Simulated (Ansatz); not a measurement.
Input file for Ansatz (a program for electronic structure): R-B97M-V/def2-TZVPP on H2 (SMILES [H][H]).

Ansatz 0.2 input:
```yaml
crystal:
  periodic: [false, false, false]
  atoms:
    - {symbol: H, position_ang: [0.00000000, 0.00000000, 0.37198582]}
    - {symbol: H, position_ang: [-0.00000000, -0.00000000, -0.37198582]}
basis:
  gaussian:
    orbitals: def2-TZVPP
hamiltonian:
  xc: {name: B97M-V}
scf: {lower_state_search: off}
```

The log:

```
WARN ansatz: RAYON_NUM_THREADS=1 ignored (pool sized by the plan → 1); use --threads N
Functional definition: B97M-V
these checks for a lower state are left out or cut short: stability, starts, cluster_reference, orbital_swaps, neighbouring_geometries, increment
integrals: 0.00 GiB planned
118 factors; their error is unknown
mean field: 0.06 GiB planned
mean field evaluation 1: about -31.7650 eV, gradient 5.2e0 eV
mean field evaluation 2: about -31.8991 eV, gradient 1.3e0 eV
mean field evaluation 4: about -31.9061 eV, gradient 1.0e-1 eV
mean field evaluation 8: about -31.9061 eV, gradient 8.0e-6 eV
mean field -31.90610547 eV, -1.1725277493 hartree, gradient 8.0e-6 eV, S^2 0.000000; 0 other end points of the search recorded, 0 dependent functions left out
reference -31.90613514 eV, -1.1725288396 hartree; 1, 1 occupied and 27, 27 virtual orbitals, 118 factors
Total energy: -31.90613514 eV, -1.1725288396 hartree
Checks for a lower state left out: stability, starts, cluster_reference, orbital_swaps, neighbouring_geometries, increment
```

The run converged.

Cost: around 0.3 core-seconds (rough).
